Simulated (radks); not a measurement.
Excited configurations of neutral oxygen: one electron is placed in a higher orbital outside [He] 2s2 2p3. The ground configuration is [He] 2s2 2p4. All-electron calculation, non-relativistic Kohn-Sham, LDA (Slater exchange, Perdew-Wang correlation), spin-polarised, spherical densities, point nucleus; open shells are filled with parallel spins first. Program: a radial shooting solver on a logarithmic mesh with Libxc functionals. Excitation = E - E(ground); binding = E(ion) - E, where the ion is the core of charge +1; n* = 1/sqrt(2 binding) in atomic units, and the quantum defect is n - n*.

outer orbital  excitation (eV)  binding (eV)     n*  quantum defect  eigenvalue (eV)  <r> (bohr)
5s                      12.778         1.120  3.485           1.515           -0.723       19.72
5f                      13.266         0.633  4.638           0.362           -0.381       29.68
6d                      13.423         0.475  5.352           0.648           -0.315       45.38
7d                      13.543         0.355  6.188           0.812           -0.243       62.61

Estimate the row for 6s.

Answer. excitation (eV) 13.179; binding (eV) 0.719; n* 4.350; quantum defect 1.650; eigenvalue (eV) -0.480; <r> (bohr) 31.32. The Delta-SCF ionisation energy is 13.898 eV (NIST Atomic Spectra Database: 13.618 eV, measured). Self-interaction in the functional shifts the binding energies and quantum defects, so they are the method's values and not measured ones. Open shells are spherical and high-spin; term and fine-structure splittings are not resolved.
